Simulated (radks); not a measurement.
Initial-state core-level shifts of neutral iridium when its valence configuration changes from [Xe] 4f14 5d7 6s2. Method: Dirac Kohn-Sham, PBEsol, spin-unpolarised, spherical densities, finite nucleus; open shells are shared between the two j in proportion to 2j + 1; Fermi nuclear charge, rms radius 5.4032 fm; computed with a radial shooting solver on a logarithmic mesh with Libxc functionals. Shifts are changes of the shell-averaged eigenvalues in eV (positive: less bound); the change of the density at the nucleus, which sets a Mossbauer isomer shift, is in e/bohr^3, on a base of 1.818e+06.

[
 {"valence": "4f14 5d7 6s1 6p1", "2p": "-1.840", "4p": "-1.855", "4d": "-1.853", "5p": "-1.875", "density at nucleus": "-105.7"},
 {"valence": "4f14 5d7 6p2", "2p": "-3.449", "4p": "-3.479", "4d": "-3.475", "5p": "-3.510", "density at nucleus": "-225.5"},
 {"valence": "4f13.5 5d7.5 6s2", "2p": "-5.936", "4p": "-5.799", "4d": "-5.541", "5p": "-1.455", "density at nucleus": "+65.3"},
 {"valence": "4f13 5d8 6s2", "2p": "-12.013", "4p": "-11.685", "4d": "-11.162", "5p": "-2.896", "density at nucleus": "+132.0"},
 {"valence": "4f14 5d7.5 6s1.5", "2p": "+1.381", "4p": "+1.362", "4d": "+1.365", "5p": "+1.228", "density at nucleus": "-68.5"},
 {"valence": "4f14 5d8.5 6s0.5", "2p": "+3.859", "4p": "+3.819", "4d": "+3.826", "5p": "+3.471", "density at nucleus": "-188.2"},
 {"valence": "4f14 5d6 6s2 6p1", "2p": "-4.848", "4p": "-4.802", "4d": "-4.805", "5p": "-4.470", "density at nucleus": "+47.1"},
 {"valence": "4f13 5d7 6p3", "2p": "-20.313", "4p": "-19.958", "4d": "-19.434", "5p": "-10.792", "density at nucleus": "-86.0"},
 {"valence": "4f14 5d9", "2p": "+4.945", "4p": "+4.900", "4d": "+4.909", "5p": "+4.471", "density at nucleus": "-240.1"}
]
